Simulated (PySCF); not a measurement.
Computed with PBE-D3(BJ)/def2-TZVP // r2SCAN-D4/def2-SVP in PySCF. All species are isolated molecules in the gas phase. One relaxed conformer stands for a flexible species; it need not be the lowest. Excitations are Tamm–Dancoff values on a coarser integration grid. The basis has no diffuse functions, so Rydberg states are missing or too high.

Reference species (SMILES): `S[SiH2][GeH2][SH]` (neutral, multiplicity 1).

The S1 oscillator strength comes out as 0.052 and the S1–T1 gap (TDA) is 0.45 eV. The HOMO–LUMO gap is 4.33 eV.

Changed species: `S[SiH2][GeH2][SiH2][GeH2][SiH2][GeH2][SH]` (n = 3; the reference has n = 1).

Question: Predict the effect on the S1 oscillator strength, S1–T1 gap (TDA) and HOMO–LUMO gap.

Answer: the S1 oscillator strength drops by 0.030, to 0.022; the S1–T1 gap (TDA) falls by 0.14 eV, to 0.31 eV; the HOMO–LUMO gap decreases by 0.14 eV, to 4.19 eV.
